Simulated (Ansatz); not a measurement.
Ansatz (a quantum-chemistry and plane-wave program) input (RI-MP2/aug-cc-pV(Q+d)Z):
A basis named .json is the Basis Set Exchange file of that set.

Ansatz 0.2 input:
```yaml
crystal:
  periodic: [false, false, false]
  atoms:
    - {symbol: C, position_ang: [2.29985122, -1.00679158, 0.89497712]}
    - {symbol: O, position_ang: [1.48918425, 0.13931335, 0.76681714]}
    - {symbol: Al, position_ang: [-0.02297880, 0.42842260, 0.09009759]}
    - {symbol: O, position_ang: [-0.70294881, 1.97942869, 0.12219498]}
    - {symbol: O, position_ang: [-0.87382754, -0.83128119, -0.62739330]}
    - {symbol: C, position_ang: [-2.12299317, -0.94359300, -1.26954242]}
    - {symbol: H, position_ang: [1.83472332, -1.89476770, 0.45556056]}
    - {symbol: H, position_ang: [3.25980924, -0.83925377, 0.39854377]}
    - {symbol: H, position_ang: [2.49409472, -1.20710415, 1.95241682]}
    - {symbol: H, position_ang: [-0.26163024, 2.73189017, 0.51779826]}
    - {symbol: H, position_ang: [-2.74826941, -1.66803282, -0.74005916]}
    - {symbol: H, position_ang: [-2.65783118, 0.01059121, -1.30721359]}
    - {symbol: H, position_ang: [-1.98258356, -1.30019621, -2.29387403]}
basis:
  gaussian:
    orbitals: aug-cc-pV_Q+d_Z.json
    fitting: {mean_field: def2-universal-jkfit, correlation: aug-cc-pVQZ-RIFIT.json}
magnetization: {spin_polarized: true, initial_magnetization: 2}
correlation: {method: mp2, electrons: outside_noble_gas}
```

End of the output:

```
integrals: 2.98 GiB planned
635 factors; integrals over basis functions are off by at most 3.9e0 eV
2.37 GiB of device memory are held for the factors and their scratch space
mean field: 6.20 GiB planned
mean field evaluation 1: about -14858.9667 eV, gradient 4.2e1 eV
mean field evaluation 2: about -14863.8355 eV, gradient 3.1e1 eV
mean field evaluation 4: about -14867.4926 eV, gradient 2.4e0 eV
mean field evaluation 8: about -14867.6612 eV, gradient 1.2e0 eV
mean field evaluation 16: about -14868.8074 eV, gradient 6.1e-6 eV
mean field evaluation 32: about -14868.3439 eV, gradient 1.1e0 eV
mean field evaluation 64: about -14868.8017 eV, gradient 2.3e-1 eV
mean field evaluation 96: about -14867.6260 eV, gradient 2.5e0 eV
mean field evaluation 128: about -14865.4775 eV, gradient 5.5e0 eV
mean field evaluation 160: about -14867.6429 eV, gradient 1.7e-4 eV
mean field -14868.80743851 eV, -546.4185949256 hartree, gradient 6.1e-6 eV, S^2 2.011616; 19 other end points of the search recorded, 0 dependent functions left out
10 core orbitals not correlated
1594 factors; their error is unknown
reference -14868.80743851 eV, -546.4185949256 hartree; 19, 17 occupied and 782, 784 virtual orbitals, 1594 factors
second order -32.46554382 eV of doubles, -0.00000000 eV of singles
Total energy: -14901.27298233 eV, -547.6116816550 hartree
```

This state (charge 0, triplet) is run at the relaxed geometry of the species with charge 0 and multiplicity 1, and is a spin state other than that species' own.
